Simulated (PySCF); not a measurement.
# Calculated NMR parameters of COC(=O)c1cnncn1

| Quantity | Value |
| --- | --- |
| Formula | C5H5N3O2 |
| SMILES | COC(=O)c1cnncn1 |
| InChI | InChI=1S/C5H5N3O2/c1-10-5(9)4-2-7-8-3-6-4/h2-3H,1H3 |
| Point group of the computed structure | Cs |
| Degrees of unsaturation | 5 |
| Carbon signals | 5 |
| Proton signals | 3 |

Atom-mapped SMILES (the numbers label the heavy atoms): `[CH3:1][O:2][C:3](=[O:4])[c:5]1[cH:6][n:7][n:8][cH:9][n:10]1`; H(Xn) means a hydrogen on atom n.

Computational details: coordinates at the GFN2-xTB level, NMR shieldings at PBE0/pcSseg-1/GIAO, in PySCF 2.14 (a single conformation, averaged over atoms made equivalent by symmetry, fast rotation or ring inversion, relativity neglected, no solvent model).

References, each an isolated molecule treated in the same way: 1H (σref 31.72), 13C (σref 186.93) against TMS; 15N (σref 267.73) against NH3; 17O (σref 336.08) against H2O.

| carbon | δC, type | δH (multiplicity) | HMBC from (2–3 bonds) | span of the C tensor (ppm) |
| --- | --- | --- | --- | --- |
| C1 | 55.2, CH3 | 4.29 (s) | – | 75 |
| C3 | 173.5, C | – | H(C6), H(C1) | 156 |
| C5 | 149.1, C | – | H(C6), H(C9) | 223 |
| C6 | 155.7, CH | 10.42 (s) | – | 256 |
| C9 | 163.6, CH | 10.34 (s) | – | 219 |

Other nuclei:
```csv
atoms,nucleus,environment,δ (ppm),σ (ppm)
N7,15N,pyridine-type ring nitrogen,502.8,-235.0
N8,15N,pyridine-type ring nitrogen,463.8,-196.1
N10,15N,pyridine-type ring nitrogen,327.2,-59.5
O4,17O,ester carbonyl oxygen,439.9,-103.8
O2,17O,ester alkoxy oxygen,193.7,142.4
```

- Carbon types of the structure: 2 × C, 2 × CH, 1 × CH3, which accounts for all hydrogens.
- δC 173.5: ester carbonyl carbon; lone-pair donation from the attached heteroatom keeps it upfield of a ketone carbonyl.
- δC 163.6: aromatic CH between two ring heteroatoms.
- δC 155.7: aromatic CH next to a ring nitrogen; the adjacent pyridine-type nitrogen withdraws density from it.
- δH 10.42: hydrogen on an aromatic CH next to a ring nitrogen; ring current plus the neighbouring ring nitrogen.
- δH 10.34: hydrogen on an aromatic CH between two ring heteroatoms; it sits in the deshielding region of the aromatic ring current.

Shifts are as computed. Against solution values, carbons near 30 ppm lie about +3 ppm off and those near 130 ppm about +5 ppm. Of 1211 compounds with measured shifts, 218 miss one by over three times the rms of a fit or turn the order of signals round; such compounds aren't used in these exercises. Unscaled 17O shifts of doubly bonded oxygen tend to come out too high, by tens of ppm or more. Experimental scales use liquid or dissolved standards, which lie at an offset from isolated NH3 (liquid NH3: subtract about 20 ppm) and H2O (liquid H2O: subtract about 36 ppm). Unscaled 15N shifts of sp2 nitrogen come out 20 to 40 ppm too high even then. Multiplicities follow the n + 1 count of equivalent neighbours, as no J values were calculated; m marks all less simple cases, F and P coupling included.
